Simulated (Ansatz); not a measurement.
`F[CH2][ZnH]` → `[CH2]` (triplet) + `[F][ZnH]` at 298.15 K and 1 bar (formal loss of a carbene).

Calculated with Ansatz (gas phase, PBE0-D4/def2-TZVP geometries, no zero-point term in ΔE). CCSD(T)/CBS adds triple-zeta CCSD(T) − MP2 to the extrapolated MP2 energy (def2 sets, frozen cores). This one scheme is used for every species. Triplets are unrestricted, without spin–orbit coupling. For Zn outer-core shells are correlated without core-valence functions, which leaves a few kJ/mol of doubt a bond. Scalar relativity is left out up to krypton.

```json
{"species": "`F[CH2][ZnH]`", "CCSD(T)/CBS energy (Eh)": "-1917.98456", "H − E (kJ/mol)": "105.5", "S (J/(mol·K))": "287.7"}
{"species": "`[CH2]` (triplet)", "CCSD(T)/CBS energy (Eh)": "-39.09499", "H − E (kJ/mol)": "55.4", "S (J/(mol·K))": "195.3"}
{"species": "`[F][ZnH]`", "CCSD(T)/CBS energy (Eh)": "-1878.79355", "H − E (kJ/mol)": "32.0", "S (J/(mol·K))": "233.4"}
```

H − E and S are ideal-gas, rigid-rotor, harmonic terms from PBE0-D4/def2-TZVP, with the whole ground term of open shells counted as degenerate. 1 Eh = 2625.50 kJ/mol, R = 8.31446 J/(mol·K).

Q: By hand: ΔE, ΔH, ΔS and ΔG.

A: ΔE = (-39.09499) + (-1878.79355) − (-1917.98456) = 0.09602 Eh = 252.1 kJ/mol. Δ(H − E) = 55.4 + 32.0 − 105.5 = -18.1, so ΔH = 234.0 kJ/mol. ΔS = 195.3 + 233.4 − 287.7 = 141.0 J/(mol·K). ΔG = 234.0 − 298.15 × (141.0)/1000 = 192.0 kJ/mol.

Q: By hand: the equilibrium constant, and the temperature at which ΔG would vanish if ΔH and ΔS stayed fixed.

A: log₁₀ K = −ΔG/(RT ln 10) = -33.6. ΔG = 0 at ΔH/ΔS = 1660 K.

The number of gas molecules changes by +1, which sets the sign of ΔS. A doubt of 5 kJ/mol in ΔE shifts log₁₀ K by 0.9 here. A triplet takes part, so the spin changes. These are equilibria of isolated gas molecules and say nothing of rates. Largest T1 diagnostic: 0.018 (customary marks: 0.02 for closed shells, 0.045 for open ones).
